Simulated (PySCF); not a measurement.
C4H13GaO.
SMILES with atom numbers: `[CH3:1][CH2:2][GaH2-:3][O+:4]([CH3:5])[CH3:6]` (hydrogens: H7, H8, H9 on C1; H10, H11 on C2; H12, H13 on Ga3; H14, H15, H16 on C5; H17, H18, H19 on C6)

Structure used (PBE0-D3(BJ)/def2-SVP), in Å, numbered top down from 1:
```
atom  x, y, z in Å
C1     2.1470    0.1997    0.5623
C2     1.5721   -1.1987    0.3600
Ga3    0.1912   -1.3111   -1.0705
O4    -1.1225    0.2149   -0.2994
C5    -1.7606    0.0474    0.9447
C6    -1.2998    1.4799   -0.8940
H7     2.9306    0.2347    1.3390
H8     1.3688    0.9214    0.8649
H9     2.5937    0.5928   -0.3658
H10    1.1537   -1.5869    1.3056
H11    2.3794   -1.9046    0.0931
H12    0.4779   -0.5649   -2.4410
H13   -0.8458   -2.5085   -1.0474
H14   -1.5640   -0.9777    1.2827
H15   -1.3623    0.7601    1.6874
H16   -2.8497    0.1932    0.8445
H17   -2.3701    1.6713   -1.0828
H18   -0.7552    1.4710   -1.8458
H19   -0.8945    2.2753   -0.2449
```

Linear response at PBE0/def2-SVPD (PySCF, frozen core in the response, non-relativistic). Geometry: PBE0-D3(BJ)/def2-SVP, one conformer, isolated molecule. Relativistic effects, spin–orbit coupling among them, are left out although an element past zinc is present.

Static isotropic polarisability: 89.06 au (13.20 Å³), principal values 85.1, 88.0, 94.0 au.

Problem. What is the polarisability at 1064 nm and at the sodium D line?

Solution. 89.89 au at 1064 nm (+0.9 %), 91.85 au at 589.3 nm (+3.1 %). The rise at 589.3 nm is 3.37 times that at 1064 nm; a pure ω² law gives 3.26. The lowest singlet lies at 214 nm, shorter than both wavelengths.

Problem. What is the isotropic C6 coefficient between two such molecules, C6 = (3/π)∫α(iω)² dω?

Solution. 3098 au (Eh·bohr⁶) by a ten-point quadrature over imaginary frequencies, which is 1850 eV·Å⁶ or 179 J·nm⁶/mol.

Problem. Which effective excitation energy ω̄ makes London's formula C6 = (3/4)α²ω̄ exact here?

Solution. ω̄ = 4·C6/(3α²) = 0.521 Eh = 14.2 eV. A one-pole form α(ω) = α/(1 − ω²/ω̄²) fitted to the 1064 nm value gives 12.1 eV.

Problem. How many electrons N does the Slater–Kirkwood formula C6 = (3/4)·√N·α^(3/2) need to give this C6?

Solution. N = (4·C6/3)²/α³ = 24.2; the species has 76 electrons in all.

Problem. The lowest 6 singlets have (eV, f): 5.80, 0.013; 6.17, 0.005; 6.44, 0.004; 6.86, 0.090; 6.88, 0.058; 7.06, 0.001. What share of the static polarisability do they carry in the sum over states α = Σ f/ω²?

Solution. 2.79 au, 3.1 % of α; the largest term, 1.42 au, is that of the state at 6.86 eV. Their oscillator strengths add up to 0.17. Higher states carry the rest.

Problem. What does −C6/R⁶ come to at R = 10 Å between centres?

Solution. -180 J/mol. This is the leading, orientation-averaged term; C8 and higher terms are left out.

Problem. How anisotropic is the static polarisability, by Δα² = ½[(α1 − α2)² + (α2 − α3)² + (α3 − α1)²]?

Solution. Δα = 7.9 au, or 0.09 of the isotropic value.

Problem. What n − 1 at the D line would an ideal gas of it have at 273.15 K and 1 atm (2.6868 × 10¹⁹ cm⁻³), by n − 1 = 2π·N·α′?

Solution. 22.98 × 10⁻⁴, a formal value whether or not that pressure can be reached.

Problem. What three-body coefficient follows from the one-pole estimate C9 = (3/4)·α·C6?

Solution. 207000 au. This is an estimate from the two numbers above, not a computed integral.
